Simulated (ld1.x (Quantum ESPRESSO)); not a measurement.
# boron (B): one change to a TM potential, before and after

ld1.x (Quantum ESPRESSO) 7.5 input, shortened:

```
&input
   title='B', zed=5., rel=0, dft='PBE', iswitch=3,
   config='[He] 2s2 2p0.5'
 /
 &inputp
   pseudotype=2, tm=.true., lloc=1,
   nlcc=.false.
 /
2
2S  1  0   2.00   0.00  1.30  1.30  0.0
2P  2  1   0.50   0.00  2.65  2.65  0.0
 &test
   configts(1)='2s2 2p0.5'
 /
```

Change: wave 2s (bound): rc 1.30 bohr becomes 2s (bound): rc 0.82 bohr.

Cutoffs: the cutoffs (Ry, on a coarse ladder) from which the occupation-weighted sum of valence levels, in a spherical-Bessel basis at the reference potential, stays within 10 and 1 mRy of its value at 400 Ry; they do not see the model core or the augmentation charge, which bear on the density cutoff. Errors are all-electron minus pseudo energies relative to the spin-unpolarised reference configuration.

Problem. What does the change do?

Solution. The potential gets harder (21 Ry and 55 Ry → 120 Ry and 160 Ry); of the 7 tests that both files solve, the error grows in 5 and shrinks in 1 by more than 15 % and 0.3 meV (median size 17.2 → 21.9 meV); neither file shows a bound ghost. A smaller radius makes the pseudo-wave follow the all-electron one further in, where it bends more sharply, so more plane waves are needed.

```csv
quantity,base,changed
"cutoff, loose",21 Ry,120 Ry
"cutoff, tight",55 Ry,160 Ry
loose cutoff by channel (10 mRy a level),"s 18 Ry, p 15 Ry","s 110 Ry, p 15 Ry"
bound ghosts,none,none
"error for 2s2 2p1, meV [ΔE -2.89 eV]",+3.9,+5.4
"error for 2s2 2p0, meV [ΔE 5.33 eV]",+19,+22
"error for 2s1 2p0, meV [ΔE 30.75 eV]",+108,+103
"error for 2s1 2p1, meV [ΔE 11.47 eV]",-30,-19
"error for 2s1 2p2, meV [ΔE 2.96 eV]",+17,+49
"error for 2s0 2p3, meV [ΔE 8.82 eV]",+14,+183
"error for 2s2 2p1.3, meV [ΔE -3.63 eV]",+4.4,+7.1
s: phases at 2.88 bohr within 0.05 rad from the reference energy up to (Ry; the scan ends near 5),0.7,0.8
p: phases at 2.88 bohr within 0.05 rad from the reference energy up to (Ry; the scan ends near 5),0.6,0.6
```
